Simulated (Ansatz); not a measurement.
```yaml
crystal:
  periodic: [false, false, false]
  atoms:
    - {symbol: O, position_ang: [0.583279, 1.035373, -0.387535]}
    - {symbol: C, position_ang: [-0.084806, 0.003758, 0.202587]}
    - {symbol: Se, position_ang: [1.016088, -1.388597, 0.943229]}
    - {symbol: Se, position_ang: [-0.494025, -1.625090, -0.840738]}
    - {symbol: H, position_ang: [-0.056025, 1.625668, -0.801118]}
    - {symbol: H, position_ang: [-0.922313, 0.284788, 0.837375]}
basis:
  gaussian: {orbitals: def2-mTZVP, final_grid: {core_spheres: 1, valence_spheres: 1, degree: 1}}
hamiltonian: {xc: {name: r2SCAN}}
output: {forces: true}
```

```sh
$ ansatz run in.yaml --threads 4 --pin off --events-out ev --progress --plain --max-ram 10444MiB
```

Output, abridged:

```
Functional definition: r2SCAN
1164 factors; their error is unknown
mean field evaluation 1: about -133807.7250 eV, gradient 5.7e1 eV
mean field evaluation 2: about -133730.1591 eV, gradient 1.6e2 eV
mean field evaluation 4: about -133813.4822 eV, gradient 1.3e1 eV
mean field evaluation 8: about -133813.9462 eV, gradient 4.1e-1 eV
mean field evaluation 16: about -133898.4600 eV, gradient 7.7e-1 eV
mean field evaluation 64: about -134063.6128 eV, gradient 9.7e-5 eV
mean field -134063.61276896 eV, -4926.7468976787 hartree, gradient 2.8e-6 eV, S^2 0.000000; 10 other end points of the search recorded, 0 dependent functions left out
reference -134063.61278780 eV, -4926.7468983712 hartree; 42, 42 occupied and 79, 79 virtual orbitals, 1164 factors
Total energy: -134063.61278780 eV, -4926.7468983712 hartree
Atom 0 at     0.583279     1.035373    -0.387535 Å, force   -18.924747   -25.096963    11.685923 eV/Å
Atom 1 at    -0.084806     0.003758     0.202587 Å, force     6.600028    51.417946    -7.557549 eV/Å
Atom 2 at     1.016088    -1.388597     0.943229 Å, force    83.335285    10.545115    91.564694 eV/Å
Atom 3 at    -0.494025    -1.625090    -0.840738 Å, force   -81.219436   -38.566963  -102.050634 eV/Å
Atom 4 at    -0.056025     1.625668    -0.801118 Å, force     7.354538     0.310888     8.093306 eV/Å
Atom 5 at    -0.922313     0.284788     0.837375 Å, force     2.854332     1.389978    -1.735740 eV/Å
Dipole moment:    -0.920970    -0.836535     0.213531 e Å
```

Something in this input is off. What?

The integration grid is far too coarse. Self-consistency was reached. The result belongs to that input, not to the molecule as meant.
